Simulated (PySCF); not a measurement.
# NMR data sheet: C11H9N

| Item | Value |
| --- | --- |
| Formula | C11H9N |
| SMILES | c1ccc(-c2cccnc2)cc1 |
| Point group of the computed structure | C1 |
| Degrees of unsaturation | 8 |
| Carbon signals | 9 |
| Proton signals | 7 |

Mapped SMILES: `[cH:1]1[cH:2][cH:3][c:4](-[c:5]2[cH:6][cH:7][cH:8][n:9][cH:10]2)[cH:11][cH:12]1`. Hydrogens are named by the atom that carries them.

Level of theory: geometry: GFN2-xTB, shielding tensors at PBE0/pcSseg-1 (GIAO), in PySCF 2.14.0 with density-fitted response routines (no solvent, one conformer, fast rotation and ring inversion assumed for equivalent nuclei, relativity neglected).

Shifts are taken against calculated references (same method and geometry level): ¹H and ¹³C against TMS; ¹⁵N against NH3.

| carbon | δC, type | δH (multiplicity) | HMBC from (2–3 bonds) | span of the C tensor (ppm) |
| --- | --- | --- | --- | --- |
| C1 | 133.4, CH | 7.72 (m) | H(C2)/H(C12), H(C3)/H(C11) | 238 |
| C2/C12 | 134.7, CH | 7.81 (m) | H(C2)/H(C12), H(C3)/H(C11), H(C1) | 237 |
| C3/C11 | 133.6, CH | 7.81 (m) | H(C2)/H(C12), H(C3)/H(C11), H(C1) | 221 |
| C4 | 145.3, C | – | H(C10), H(C6), H(C2)/H(C12), H(C3)/H(C11) | 223 |
| C5 | 143.0, C | – | H(C10), H(C6), H(C3)/H(C11), H(C7) | 223 |
| C6 | 140.6, CH | 8.02 (d) | H(C10), H(C8), H(C7) | 234 |
| C7 | 128.3, CH | 7.53 (m) | H(C8), H(C6) | 232 |
| C8 | 154.5, CH | 9.00 (d) | H(C10), H(C6), H(C7) | 226 |
| C10 | 154.8, CH | 9.12 (s) | H(C8), H(C6) | 205 |

Other nuclei:
```json
{"atoms": "N9", "nucleus": "¹⁵N", "environment": "pyridine-type ring nitrogen", "δ (ppm)": "362.1", "σ (ppm)": "-94.4"}
```

- Carbon types of the structure: 2 × C, 9 × CH, which accounts for all hydrogens.
- δC 154.8, 154.5: aromatic CH next to a ring nitrogen; the adjacent pyridine-type nitrogen withdraws density from it.
- δC 145.3, 143.0: substituted aromatic carbon.
- δC 140.6, 134.7, 133.6, 133.4, 128.3: aromatic CH.
- δH 9.12, 9.00: hydrogen on an aromatic CH next to a ring nitrogen; ring current plus the neighbouring ring nitrogen.
- δH 8.02, 7.81, 7.81, 7.72, 7.53: hydrogen on an aromatic CH; it sits in the deshielding region of the aromatic ring current.

Shifts are as computed. Against solution values, carbons near 30 ppm lie about +3 ppm off and those near 130 ppm about +5 ppm. Of 1211 compounds with measured shifts, 218 miss one by over three times the rms of a fit or turn the order of signals round; such compounds aren't used in these exercises. Experimental scales use liquid or dissolved standards, which lie at an offset from isolated NH3 (liquid NH3: subtract about 20 ppm). Unscaled 15N shifts of sp2 nitrogen come out 20 to 40 ppm too high even then. Multiplicities follow the n + 1 count of equivalent neighbours, as no J values were calculated; m marks all less simple cases, F and P coupling included.
